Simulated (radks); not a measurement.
Sc V, 17 electrons, occupied as [Ne] 3s2 3p3 4f2 (not the ground configuration). Method: non-relativistic Kohn-Sham, PBE, spin-polarised, spherical densities, point nucleus; open shells are filled with parallel spins first; computed with a radial shooting solver on a logarithmic mesh with Libxc functionals.

Normalised radial functions P(r) = r R(r), r in bohr:

```
   r/bohr * 2s down (the largest magnitude, 1.77, reaches the edge; | marks zero)
 0.002709                             | *
 0.003528                             |  *
 0.004593                             |  *
 0.005981                             |   *
 0.007788                             |     *
  0.01014                             |      *
  0.01321                             |       *
   0.0172                             |         *
  0.02239                             |          *
  0.02916                             |            *
  0.03796                             |            *
  0.04943                             |           *
  0.06437                             |         *
  0.08315                             |    *
   0.1083                           * |
    0.141                  *          |
   0.1836         *                   |
    0.239   *                         |
   0.3113  *                          |
   0.4053      *                      |
   0.5278              *              |
   0.6872                      *      |
   0.8948                          *  |
    1.165                            *|
    1.517                             *
     1.96                             *
    2.552                             *
    3.323                             *
    4.327                             *
    5.634                             *
    7.337                             *
    9.553                             *
```

2s down: eigenvalue -555.33 eV, 1 radial node at r = 0.100 bohr, <r> = 0.345 bohr, 90 % of the charge inside 0.535 bohr.
